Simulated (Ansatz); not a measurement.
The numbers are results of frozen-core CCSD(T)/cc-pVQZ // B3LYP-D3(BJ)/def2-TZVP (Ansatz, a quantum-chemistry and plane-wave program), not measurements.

Ansatz 0.2 input:
```yaml
crystal:
  periodic: [false, false, false]
  atoms:
    - { symbol: B, position_ang: [-0.000001, -0.000001, -0.000018] }
    - { symbol: H, position_ang: [-0.916213, -0.756327, 0.056769] }
    - { symbol: H, position_ang: [-0.195583, 1.173151, 0.013028] }
    - { symbol: H, position_ang: [1.111798, -0.416822, -0.06978] }
basis:
  gaussian: { orbitals: cc-pVQZ }
correlation:
  method: ccsd_t
```

Output:

```
Functional definition: HF
836 factors; integrals over basis functions are off by at most 1.1e-3 eV
mean field evaluation 1: about -718.0097 eV, gradient 1.0e1 eV
mean field evaluation 2: about -718.0093 eV, gradient 1.0e1 eV
mean field evaluation 4: about -718.4371 eV, gradient 1.7e-1 eV
mean field evaluation 8: about -718.4373 eV, gradient 1.5e-4 eV
mean field -718.43728976 eV, -26.4020834242 hartree, gradient 4.9e-7 eV, S^2 0.000000; 0 other end points of the search recorded, 0 dependent functions left out
1 core orbitals not correlated
reference -718.43728976 eV, -26.4020834242 hartree; 3, 3 occupied and 141, 141 virtual orbitals, 836 factors
second order -3.27613959 eV of doubles, -0.00000000 eV of singles
cycle   1  -3.65982173 eV  change   -3.8e-1 eV  update   4.2e-2
cycle   2  -3.81185914 eV  change   -1.5e-1 eV  update   1.4e-2
cycle   3  -3.81557848 eV  change   -3.7e-3 eV  update   2.3e-3
cycle   4  -3.81514800 eV  change    4.3e-4 eV  update   6.2e-4
cycle   5  -3.81504970 eV  change    9.8e-5 eV  update   1.5e-4
cycle   6  -3.81502182 eV  change    2.8e-5 eV  update   4.4e-5
cycle   7  -3.81502446 eV  change   -2.6e-6 eV  update   1.3e-5
cycle   8  -3.81502813 eV  change   -3.7e-6 eV  update   3.3e-6
perturbative correction -0.07566776 eV, -0.0027807389 hartree
Total energy: -722.32798564 eV, -26.5450638609 hartree
```

Cost: about 10 core-seconds (a rough figure).
